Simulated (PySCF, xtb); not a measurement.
B(H)(Br)(OEt) (C2H6BBrO), SMILES CCOBBr. Other conformers were not sampled.

Harmonic wavenumbers (cm⁻¹) from xtb with GFN2-xTB at its own minimum, in rising order: 62, 105, 165, 233, 305, 428, 729, 757, 835, 900, 1050, 1083, 1101, 1156, 1250, 1323, 1356, 1403, 1470, 1477, 1490, 2553, 2910, 2943, 3038, 3049, 3054.

Task: What does PBE0-D3(BJ)/def2-SVP (PySCF 2.14.0) give at its own minimum? (Estimate from the structure and the level; the computed values follow.)

Result: 58, 108, 186, 270, 316, 443, 741, 814, 846, 896, 1062, 1114, 1126, 1182, 1301, 1369, 1404, 1447, 1455, 1473, 1499, 2637, 3061, 3065, 3125, 3166, 3171. Paired by order, the mean absolute difference is 43 cm⁻¹ and the zero-point energies are 51.8 and 53.4 kcal/mol.
